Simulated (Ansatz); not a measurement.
H4NSi (SMILES [NH][SiH3]) moved off its minimum; all values from Ansatz (a first-principles code), cores frozen in correlated methods. Open shells are unrestricted.
(charge 0, multiplicity 2)
```xyz
6

N      1.2286    -0.4177    -0.2502
Si    -0.4870     0.1799    -0.0310
H      1.8269     0.1589     0.0935
H     -0.8032     0.0086     1.5289
H     -1.4668    -0.6919    -0.5851
H     -0.6234     1.6004    -0.3677
```

```
level                largest force (eV/Å)  on atom  rms difference from CCSD(T)/cc-pV(T+d)Z (eV/Å)  dipole (D)
-------------------  --------------------  -------  ----------------------------------------------  ----------
HF/def2-TZVPP                        8.11       N1                                           0.253        1.50
PBE/def2-TZVPP                       8.95       N1                                           0.202        1.40
r2SCAN/def2-TZVPP                    8.68       N1                                           0.099        1.39
B3LYP/def2-TZVPP                     8.56       N1                                           0.068        1.43
wB97M-V/def2-TZVPP                   8.58       N1                                           0.079        1.42
MP2/cc-pV(T+d)Z                      8.59       N1                                           0.070        1.36
CCSD(T)/cc-pV(T+d)Z                  8.64       N1                                           0.000        1.34
```

The differences count from one level among others, with limits of its own. Forces at CCSD(T)/cc-pV(T+d)Z (eV/Å):

```json
[
 {"atom": "N1", "Fx": "-6.644", "Fy": "-4.644", "Fz": "-2.995"},
 {"atom": "Si2", "Fx": "1.659", "Fy": "-0.396", "Fz": "2.613"},
 {"atom": "H3", "Fx": "5.173", "Fy": "5.036", "Fz": "2.973"},
 {"atom": "H4", "Fx": "0.450", "Fy": "0.341", "Fz": "-1.401"},
 {"atom": "H5", "Fx": "-0.513", "Fy": "-0.514", "Fz": "-0.927"},
 {"atom": "H6", "Fx": "-0.124", "Fy": "0.178", "Fz": "-0.263"}
]
```
